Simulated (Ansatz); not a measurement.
Program: Ansatz. Geometries: PBE0-D4/def2-TZVP. ΔE: electronic, gas phase. CCSD(T)/CBS is the MP2 limit (def2-TZVPP, def2-QZVPP) plus CCSD(T) − MP2 in def2-TZVPP, frozen cores. Functionals use def2-TZVPP. Elements past krypton have def2 core potentials. For Ga, Te outer-core shells are correlated without core-valence functions, which leaves a few kJ/mol of doubt a bond. Scalar relativity is left out up to krypton. Each species was taken in one conformer, which may not be the lowest.

Reaction (formal exchange of groups at a Te–B bond): `C[B]([GaH2])[TeH]` + `NCF` → `NC(F)[TeH]` + `C[BH][GaH2]`

Task: Is it downhill or uphill in electronic energy at CCSD(T)/CBS, and by how much? (Estimate.)

Result: Computed: Uphill: ΔE = +148.6 kJ/mol.

Task: What do these levels give: LDA (SPW92), ωB97X-V, CCSD/def2-SVP, HF/def2-TZVPP, CCSD/def2-TZVPP, CCSD(T)/def2-TZVPP? (Estimate.)

Result: Computed: LDA (SPW92) 139.5, ωB97X-V 138.0, CCSD/def2-SVP 156.2, HF/def2-TZVPP 139.8, CCSD/def2-TZVPP 147.3, CCSD(T)/def2-TZVPP 149.3 kJ/mol.

Largest T1 diagnostic among the species: 0.014.

The D4 term adds +3.4 kJ/mol with B3LYP and +2.1 kJ/mol with PBE0; it sums over pairs of atoms, weighted by their polarisabilities, and B3LYP, whose exchange is more repulsive, gets the larger term. Leaving LDA and LC-ωPBE aside and taking each functional with its dispersion term where it has one, the values, not all of them listed here, spread over 19.9 kJ/mol, from BLYP-D4 to PBE-QIDH. At CCSD(T), def2-SVP lies +9.2 kJ/mol from the extrapolated value and def2-TZVPP +0.7 kJ/mol.

B3LYP here is the variant with VWN-RPA as its local correlation; programs differ in this.
